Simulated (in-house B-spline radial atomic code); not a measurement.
Results of a calculation; reference values are marked as such.
Two electrons in Si: a spherical dot of radius 25.7 nm with hard walls

For Si the NSM archive of the Ioffe Institute lists m_l = 0.98 m0, m_t = 0.19 m0 and ε = 11.7; the model takes one isotropic valley with the conductivity mass 3/(1/m_l + 2/m_t) = 0.26 m0, and so misses anisotropy and the other valleys. All triplets below are those of one valley; with several valleys two electrons can form a triplet in the 1s orbital itself, at an energy set by the valley splitting.

Effective-mass model with parabolic bands, a uniform dielectric constant, no image charges, no central-cell or spin-orbit terms. Two-electron levels come from full CI in B-splines with partial waves to l = 5 (up to 0.001 effective hartree above the limit).

Task: What are the effective units, and what is the potential in them?

Result: Ha* = 27211.386 meV × 0.26/11.7² = 51.68 meV and a* = 0.0529177 nm × 11.7/0.26 = 2.381 nm. The radius is R = 10.8 a*. The one-electron levels are π²/2R² = 0.0423 and 4.4934²/2R² = 0.0866 Ha*.

In these units the lowest s and p orbitals lie at 0.042308 and 0.086551, and their Coulomb and exchange integrals are J_ss = 0.165377, J_sp = 0.149970 and K_sp = 0.0333. (For an empty sphere J_ss = 1.786/R.) Full CI gives 0.212076 for the ground singlet, 0.234963 for the sp triplet, 0.269098 for the sp singlet and 0.338266 for the lowest triplet of two s orbitals.

Task: What does it cost to add the second electron, to first order and exactly?

Result: To first order E = 2ε_s + J_ss = 0.249993, so the charging energy E(2) − 2E(1) is J_ss = 8.547 meV. CI gives 0.212076 − 2 × (0.042308) = 0.127461, or 6.588 meV: relaxation and correlation lower it by 1.96 meV, 22.9 % of J_ss. The s² configuration of one-electron orbitals holds 79.2 % of the state, and the mean radius is 14.5 nm.

Task: How far above the singlet do the triplets lie?

Result: To first order the sp triplet lies at ε_s + ε_p + J_sp − K_sp = 0.245528, which is 0.2308 meV below 2ε_s + J_ss, so first order fails: the exact ground state of two electrons is a singlet. CI gives 0.234963 − (0.212076) = 0.022887, or 1.183 meV, 52 % of the orbital spacing of 2.287 meV. The ss triplet lies 6.522 meV up, so the lower of the two is the sp one, and its gap equals k_BT at 13.7 K. The sp singlet-triplet splitting is 1.764 meV, against 2K_sp = 3.442 meV.
